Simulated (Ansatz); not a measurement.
`C[S][Al]([Cl])[Cl]`, relaxed with RKS PBE0-D4/def2-TZVP in the Gaussian-basis code of Ansatz from a PBE-D4/def2-SVP geometry. The force threshold is 0.005 eV/Å; the program also tests the step.

The species carries charge 0 and has multiplicity 1.

Start:

```xyz
8

C     1.233   -0.645    0.453
S    -0.259   -1.215   -0.476
Al   -1.466    0.585   -0.585
Cl   -3.340    0.505   -1.532
Cl   -0.781    2.409    0.229
H     2.126   -0.969   -0.113
H     1.254    0.454    0.574
H     1.235   -1.124    1.450
```

How much energy does the relaxation release, and in how many steps? (Best estimate.)

Ansatz gave: 3.37 kJ/mol, in 4 steps, 1 of them rejected.

Which bonds change most? (Estimate.)

Ansatz gave: Al3–Cl5 from 2.111 to 2.086 Å; C1–S2 from 1.847 to 1.824 Å; Al3–Cl4 from 2.101 to 2.078 Å; S2–Al3 from 2.170 to 2.148 Å.

Give the relaxed structure. (Estimate.)

Computed: 
```xyz
8

C     1.225   -0.643    0.450
S    -0.254   -1.194   -0.464
Al   -1.451    0.586   -0.578
Cl   -3.304    0.499   -1.517
Cl   -0.795    2.398    0.219
H     2.101   -0.964   -0.111
H     1.251    0.437    0.571
H     1.227   -1.118    1.430
```
